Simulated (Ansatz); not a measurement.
An input meant for B(NH2)3 (BN3H6) (charge 0, singlet).

```yaml
crystal:
  periodic: [false, false, false]
  atoms:
    - {symbol: B, position_ang: [-0.004092, 0.000080, -0.015138]}
    - {symbol: N, position_ang: [1.429803, -0.009715, -0.129648]}
    - {symbol: H, position_ang: [1.974050, -0.858274, 0.010122]}
    - {symbol: H, position_ang: [1.987410, 0.832324, -0.002858]}
    - {symbol: N, position_ang: [-0.726756, 1.243876, -0.084647]}
    - {symbol: H, position_ang: [-1.700542, 1.303707, 0.206600]}
    - {symbol: H, position_ang: [-0.251856, 2.142067, -0.018206]}
    - {symbol: N, position_ang: [-0.726161, -1.238921, 0.146988]}
    - {symbol: H, position_ang: [-0.264170, -2.130126, -0.028830]}
    - {symbol: H, position_ang: [-1.717676, -1.285018, -0.084385]}
basis:
  gaussian: {orbitals: def2-TZVP, final_grid: {core_spheres: 8, valence_spheres: 7, degree: 23}}
total_charge: 3
magnetization: {spin_polarized: true, initial_magnetization: 1}
hamiltonian: {xc: {name: r2SCAN50}, dispersion: d3bjatm}
scf: {omitted_lower_state_checks: [starts]}
```

```sh
$ ansatz run in.yaml --threads 2 --pin off --events-out ev --progress --plain --max-ram 4352MiB
```

Shortened log:

```
Functional definition: r2SCAN50
980 factors; their error is unknown
mean field evaluation 1: about -5184.0028 eV, gradient 5.8e1 eV
mean field evaluation 2: about -5190.6028 eV, gradient 4.0e1 eV
mean field evaluation 4: about -5198.0102 eV, gradient 5.7e0 eV
mean field evaluation 8: about -5199.2976 eV, gradient 3.8e-1 eV
mean field evaluation 16: about -5199.3135 eV, gradient 9.1e-4 eV
mean field -5199.31345418 eV, -191.0712452199 hartree, gradient 2.8e-5 eV, S^2 1.679563; 0 other end points of the search recorded, 0 dependent functions left out
reference -5199.31345755 eV, -191.0712453436 hartree; 15, 14 occupied and 145, 146 virtual orbitals, 980 factors
Total energy: -5199.36546436 eV, -191.0731565589 hartree
Checks for a lower state left out: starts
```

In this input the charge is far from what the species holds (3 typed, 0 meant). Self-consistency was reached. The result belongs to that input, not to the species as meant.

The charge 3 doublet is spin-contaminated (final ⟨S²⟩ up to 1.68, 0.75 for a pure state).
